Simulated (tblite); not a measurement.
Compound: C3H9PSi.
SMILES with atom numbers: `[SiH3:1][C@@H:2]1[CH2:3][CH2:4][PH:5]1` (hydrogens: H6, H7, H8 on Si1; H9 on C2; H10, H11 on C3; H12, H13 on C4; H14 on P5)

Cartesian coordinates in Å at the GFN2-xTB level; atoms count from 1:
```xyz
14
C3H9PSi angstrom
Si     2.070    0.211   -0.237
C      0.319   -0.523   -0.262
C     -0.858    0.419   -0.569
C     -1.865   -0.257    0.366
P     -0.487   -1.060    1.354
H      2.077    1.362    0.670
H      2.395    0.654   -1.595
H      3.015   -0.807    0.221
H      0.279   -1.392   -0.928
H     -1.153    0.463   -1.620
H     -0.642    1.434   -0.232
H     -2.448   -1.026   -0.146
H     -2.544    0.394    0.916
H     -0.158    0.126    2.039
```

Level: GFN2-xTB in tblite, geometry and Hessian alike; calculated harmonic values, unscaled, isolated species. The method is semi-empirical: single wavenumbers can be off by several per cent or more. Modes of hydrogen on phosphorus and silicon can be 10 to 20 % off. One conformer, not necessarily the lowest.

Harmonic wavenumbers (cm⁻¹): 96.4, 129.8, 168.7, 282.0, 460.0, 510.0, 552.2, 620.1, 695.2, 735.9, 765.6, 780.0, 788.5, 820.5, 830.8, 877.9, 976.2, 1007.1, 1025.2, 1081.4, 1128.4, 1157.3, 1208.2, 1229.1, 1286.6, 1444.4, 1493.4, 2199.2, 2245.7, 2252.1, 2279.8, 2910.8, 2952.2, 2968.6, 2975.8, 2986.1.

A = 5752, B = 2048, C = 1646 MHz; mass 104.021 u (most abundant isotopes); point group C1, symmetry number 1.

Question: What is the zero-point energy?

Answer: Half the sum of the wavenumbers: 22961 cm⁻¹ = 274.67 kJ/mol.

Question: Give the ideal-gas entropy at 298.15 K and 1 bar in the rigid-rotor, harmonic-oscillator model (classical rotation).

Answer: Translation 166.78, rotation 113.84, vibration 63.47: S = 344.1 J/(mol K).

Question: And Cp and H(298.15 K) − H(0)?

Answer: Cp = 117.80 J/(mol K), of which vibrations give 84.55 (their classical limit is 36 R = 299.3); H(298.15 K) − H(0) = 20.91 kJ/mol without the zero-point energy, 11.00 from vibrations.

Question: Blend soft modes into free rotors: weight 1/[1 + (100 cm⁻¹/ν̃)⁴] for the oscillator and the rest for a rotor with moment μB/(μ + B), μ = h/(8π²ν), B = 10⁻⁴⁴ kg m². What vibrational entropy results?

Answer: 61.65 J/(mol K) in place of 63.47, which changes −T·S at 298.15 K by +0.54 kJ/mol.

Question: Which modes carry the vibrational entropy at 298.15 K?

Answer: 96.4 cm⁻¹: 14.75; 129.8 cm⁻¹: 12.34; 168.7 cm⁻¹: 10.25; 282.0 cm⁻¹: 6.37; 460.0 cm⁻¹: 3.21; 510.0 cm⁻¹: 2.65 J/(mol K); the other 30 give 13.91 together.

Question: What must be added to the electronic energy to get the Gibbs energy at 298.15 K and 1 bar?

Answer: ZPE + [H(298.15 K) − H(0)] − T·S = 274.67 + 20.91 − 102.59 = 192.99 kJ/mol.

Hindered rotation and anharmonicity are outside this model. Other conformers, if any are populated, would add a mixing term that is left out. The structure is chiral; the term R ln 2 for an equal mix with its mirror image is left out.
